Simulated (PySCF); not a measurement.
## How methods differ on the ionisation energy of Sn⁴¹⁺

Sn⁴¹⁺ [He] 2s2 2p5 [2p1/2^2 2p3/2^3, M_J = 3/2] → Sn⁴²⁺ [He] 2s2 2p4 [2p1/2^2 2p3/2^2, M_J = 2], as a difference of total energies. Calculation: PySCF 2.14, in an uncontracted even-tempered set (17 s from 20 bohr⁻², ratio 2.4; 12 p from 26 bohr⁻², ratio 2.4; 5 d from 96 bohr⁻², ratio 2.6; 4 f from 140 bohr⁻², ratio 2.6); the two-component X2C-1e Hamiltonian. Correlated levels: nothing frozen; the 32 highest virtual spinors dropped. "Screened" scales the spin-orbit matrix elements by Boettger's factors to mimic the two-electron term; Breit and QED terms are absent.

```
                    method  ionisation energy (eV)
           GHF (spin-free)                  6698.1
          GMP2 (spin-free)                  6699.7
 GHF (screened spin-orbit)                  6628.2
GMP2 (screened spin-orbit)                  6629.7
```

For this ion Breit and QED terms and the two-electron picture change, all absent here, outweigh the correlation shift from GHF to GMP2.

The spin-free rows relax to the high-spin LS determinant and lack the spin-orbit shift.

The labels give the starting determinants; with spin-orbit coupling the two ends relaxed to ⟨J²⟩ = 3.75, ⟨L²⟩ = 2.00, ⟨S²⟩ = 0.75 and ⟨J²⟩ = 6.00, ⟨L²⟩ = 3.15, ⟨S²⟩ = 1.43.

For comparison: 6631 ± 10 eV (semi-empirical (NIST evaluation); NIST Atomic Spectra Database, ionization energies).
